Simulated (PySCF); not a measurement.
Computed shifts of a molecule C2H4BFO2, PBE/pcSseg-1 in PySCF, GIAO, gas phase, equivalent atoms averaged, in ppm (number of nuclei): ¹³C: 234.8 (1), 38.8 (1). ¹⁹F: -149.3 (1). ¹H: 6.95 (1), 2.77 (3). References: ¹³C against TMS (σ = 182.0 ppm); ¹⁷O against H2O (σ = 334.3 ppm); ¹¹B against BF3 (σ = 83.9 ppm); ¹⁹F against CFCl3 (σ = 133.6 ppm); ¹H against TMS (σ = 31.49 ppm), references at their B3LYP-D3(BJ)/def2-TZVP geometries, non-relativistic. The structure is a stationary point at B3LYP-D3(BJ)/def2-SVP. The values are those of a single conformer.

### Question
Which structure fits?
A) CB(F)C(=O)O
B) CC(=O)B(O)F
C) CC(=O)OBF
D) OB(O)/C=C\F

### Answer
B, CC(=O)B(O)F
